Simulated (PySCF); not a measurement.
CH6OSeSi (SMILES CO[Se][SiH3]), singlet, geometry from GFN2-xTB.

PySCF was given this input:
```python
from pyscf import gto, scf, dft
from pyscf.prop import polarizability

mol = gto.M(
    atom='''
Se    0.15499529   -0.06196398    0.76543791
O     1.22024411    0.63793843   -0.56835193
C     1.81056116   -0.26587093   -1.46323615
H     1.06433921   -0.83458477   -2.02812906
H     2.38837917    0.34806053   -2.15651221
H     2.48527972   -0.96394560   -0.95916241
Si   -1.80437019    0.00394628   -0.40595440
H    -1.68819347   -0.83801658   -1.59797507
H    -2.10135903    1.37795620   -0.79622403
H    -2.78242257   -0.54622411    0.52270748
''',
    basis='6-31g',
    verbose=4,
)

mf = dft.RKS(mol)
mf.xc = 'pbe0'
mf.kernel()
alpha = mf.Polarizability().polarizability()[2, 2]
print('alpha_zz =', alpha)
```

### Question
What does this run give for the dipole moment, HOMO energy, polarisability along z, Mulliken (on the basis functions themselves) charges in atom order, nuclear repulsion energy?

### Answer

| Item | Value |
|---|---|
| dipole moment | 2.16 D |
| HOMO energy | -6.69 eV |
| polarisability along z | 58.5 bohr³ |
| Mulliken (on the basis functions themselves) charges in atom order | Se1 0.24, O2 -0.64, C3 -0.22, H4 0.16, H5 0.20, H6 0.17, Si7 0.32, H8 -0.08, H9 -0.06, H10 -0.08 |
| nuclear repulsion energy | 354.4529 Eh |
